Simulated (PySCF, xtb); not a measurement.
3-chloro-1,1-difluoropropa-1,2-diene (C₃HClF₂), SMILES C(=C(F)F)=CCl.

Harmonic wavenumbers (cm⁻¹) from GFN2-xTB (xtb 6.7.1) at its own minimum, in rising order: 101, 106, 241, 377, 458, 482, 538, 711, 782, 828, 1132, 1158, 1426, 2058, 3043.

Problem. What does B3LYP-D3(BJ)/def2-SVP run with PySCF 2.14.0 give at its own minimum? (Estimate from the structure and the level; the computed values follow.)

Solution. 103, 114, 262, 391, 547, 605, 607, 743, 842, 862, 1229, 1294, 1478, 2109, 3174. Paired by order, the mean absolute difference is 61 cm⁻¹ and the zero-point energies are 19.2 and 20.5 kcal/mol.
